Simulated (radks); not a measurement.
Problem. Excited configurations of the cobalt ion Co+: one electron is placed in a higher orbital outside [Ar] 3d7. The ground configuration is [Ar] 3d8. All-electron calculation, Dirac Kohn-Sham, LDA (Slater exchange, Perdew-Wang correlation), spin-unpolarised, spherical densities, finite nucleus; open shells are shared between the two j in proportion to 2j + 1; Fermi nuclear charge, rms radius 3.7875 fm. Program: a radial shooting solver on a logarithmic mesh with Libxc functionals. Excitation = E - E(ground); binding = E(ion) - E, where the ion is the core of charge +2; n* = 2/sqrt(2 binding) in atomic units, and the quantum defect is n - n*. Eigenvalue and <r> are those of j = l + 1/2.

outer orbital  excitation (eV)  binding (eV)     n*  quantum defect  eigenvalue (eV)  <r> (bohr)
4s                       2.599        17.078  1.785           2.215          -13.072       2.599
5d                      16.171         3.506  3.940           1.060           -2.683       10.57
6s                      15.807         3.870  3.750           2.250           -3.094       10.90
6d                      17.369         2.308  4.856           1.144           -1.824       17.01
7s                      17.199         2.478  4.687           2.313           -2.006       17.16
7d                      18.045         1.632  5.775           1.225           -1.315       24.86
7f                      18.449         1.228  6.657           0.343           -0.990       32.09

Estimate the row for 4p.

Solution. excitation (eV) 8.049; binding (eV) 11.628; n* 2.163; quantum defect 1.837; eigenvalue (eV) -8.457; <r> (bohr) 3.256. The Delta-SCF ionisation energy is 19.677 eV (NIST Atomic Spectra Database: 17.084 eV, measured). Self-interaction in the functional shifts the binding energies and quantum defects, so they are the method's values and not measured ones. Spin polarisation and multiplet splitting are left out, so open shells lie too high by an amount that depends on their filling.

Beside tabulated values, note that spin-unpolarised runs miss the spin-polarisation part of the exchange energy of open shells.
